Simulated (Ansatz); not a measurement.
`CCCCCCCCCCS`, relaxed as a singlet with RKS r2SCAN-D4/def2-SVP in Ansatz, starting from the GFN2-xTB geometry. Force threshold 0.03 eV/Å.

Start:

Cartesian coordinates in Å:
```
C -1.5821 2.2441 3.9689
C -0.0937 2.4061 3.6816
C 0.2183 2.5330 2.1900
C -0.0879 1.2647 1.3954
C 0.3562 1.4021 -0.0590
C -0.0472 0.2216 -0.9429
C 0.6821 -1.0712 -0.5846
C 0.3015 -2.2487 -1.4814
C 0.7703 -2.0830 -2.9256
C 0.5527 -3.3454 -3.7447
S -1.2141 -3.7675 -3.9501
H -2.1460 3.0565 3.5149
H -1.7646 2.2594 5.0412
H -1.9546 1.3011 3.5772
H 0.4516 1.5535 4.0939
H 0.2673 3.3038 4.1897
H 1.2797 2.7689 2.0747
H -0.3520 3.3676 1.7736
H -1.1598 1.0622 1.4207
H 0.4266 0.4228 1.8618
H 1.4417 1.5216 -0.0953
H -0.0877 2.3112 -0.4721
H -1.1246 0.0595 -0.8632
H 0.1747 0.4838 -1.9792
H 0.4454 -1.3405 0.4458
H 1.7609 -0.9064 -0.6469
H 0.7543 -3.1570 -1.0742
H -0.7822 -2.3841 -1.4657
H 1.8395 -1.8530 -2.9355
H 0.2439 -1.2518 -3.4000
H 0.9860 -4.2119 -3.2452
H 0.9866 -3.2567 -4.7410
H -1.5429 -2.6661 -4.6227
```

(1) Estimate the energy that the relaxation releases and the steps that it takes.

(2) Does the start keep its bonding and symmetry?

(3) Predict the relaxed structure.

Results:

(1) 2.7 kcal/mol, in 4 steps; 27 s on 4 threads of Intel Xeon on a shared host. No frequencies were taken in this run, so the end may be a saddle point.

(2) By distances, no bond broke or formed. The bond that changes most is S11–H33, from 1.33 to 1.35 Å (atoms count from 1).

(3) 
```xyz
33

C    -1.5904    2.2412    4.0029
C    -0.1052    2.4336    3.7043
C     0.2270    2.5481    2.2145
C    -0.0795    1.2950    1.3942
C     0.3477    1.4233   -0.0681
C    -0.0244    0.2325   -0.9551
C     0.6806   -1.0732   -0.5834
C     0.3204   -2.2635   -1.4756
C     0.7782   -2.1267   -2.9270
C     0.5212   -3.3621   -3.7848
S    -1.2445   -3.8127   -3.9945
H    -2.1919    3.0544    3.5617
H    -1.7834    2.2359    5.0874
H    -1.9724    1.2903    3.5982
H     0.4711    1.5957    4.1401
H     0.2527    3.3433    4.2185
H     1.3003    2.7902    2.1029
H    -0.3210    3.4082    1.7827
H    -1.1625    1.0727    1.4309
H     0.4244    0.4298    1.8643
H     1.4422    1.5853   -0.1149
H    -0.1078    2.3389   -0.4886
H    -1.1200    0.0749   -0.9185
H     0.2083    0.4918   -2.0032
H     0.4364   -1.3358    0.4607
H     1.7766   -0.9119   -0.6058
H     0.7711   -3.1804   -1.0522
H    -0.7719   -2.4286   -1.4571
H     1.8666   -1.9221   -2.9499
H     0.2960   -1.2541   -3.4040
H     0.9693   -4.2569   -3.3198
H     0.9805   -3.2562   -4.7807
H    -1.5958   -2.7009   -4.6800
```
Bond lengths: 9 × C–C 1.53 Å; 1 × C–S 1.83 Å; 21 × C–H 1.10 to 1.11 Å; 1 × H–S 1.35 Å.
